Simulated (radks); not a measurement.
Spherical quantum dot in the effective-mass picture: electrons in a hard-walled sphere of radius 2.43, all in effective atomic units (hartree* = m*/eps^2 hartree, bohr* = eps/m* bohr), one dielectric constant everywhere. Method: non-relativistic Kohn-Sham, PBE, spin-polarised, spherical densities; computed with a radial shooting solver with Libxc functionals. Levels are named by radial order and angular momentum (1s, 1p, 1d, 2s, ...), and open shells are averaged over m. Results are scaled to m* = 0.048 and eps = 5.7, for which hartree* = 40.2 meV and bohr* = 6.284 nm.

N = 30, configuration 1s2 1p6 1d10 1f(up 7, down 5). This is the lowest configuration that the search found. Occupied and some empty levels:

| level | occupation | eigenvalue (meV) | <r> (nm) |
|---|---|---|---|
| 1s up | 1 | 675.36 | 10.03 |
| 1s down | 1 | 676.53 | 10.01 |
| 1p up | 3 | 694.37 | 10.53 |
| 1p down | 3 | 695.65 | 10.52 |
| 1d up | 5 | 726.19 | 10.92 |
| 1d down | 5 | 727.53 | 10.92 |
| 1f up | 7 | 769.13 | 11.24 |
| 1f down | 5 | 770.53 | 11.24 |
| 2s up | 0 | 789.70 | 6.891 |
| 2s down | 0 | 790.17 | 6.895 |
| 1g up | 0 | 822.28 | 11.50 |
| 1g down | 0 | 823.71 | 11.50 |
| 2p up | 0 | 850.07 | 7.996 |
| 2p down | 0 | 850.69 | 7.994 |
| 2d up | 0 | 921.19 | 8.708 |
| 2d down | 0 | 921.96 | 8.705 |

Energy (meV): total 12687.2, kinetic 3969.4, external 0, Hartree 9610.7, exchange-correlation -892.87.

Electron density:

| r (nm) | n(r) (e/nm^3) |
|---|---|
| 0.443 | 0.0001115 |
| 1.20 | 0.0001246 |
| 1.96 | 0.0001531 |
| 2.72 | 0.0002028 |
| 3.48 | 0.0002834 |
| 4.24 | 0.0004089 |
| 5.00 | 0.0005978 |
| 5.76 | 0.0008699 |
| 6.52 | 0.001244 |
| 7.28 | 0.001718 |
| 8.04 | 0.002288 |
| 8.80 | 0.002900 |
| 9.56 | 0.003463 |
| 10.3 | 0.003847 |
| 11.1 | 0.003906 |
| 11.8 | 0.003529 |
| 12.6 | 0.002712 |
| 13.4 | 0.001643 |
| 14.1 | 0.0006518 |
| 14.9 | 0.00007750 |
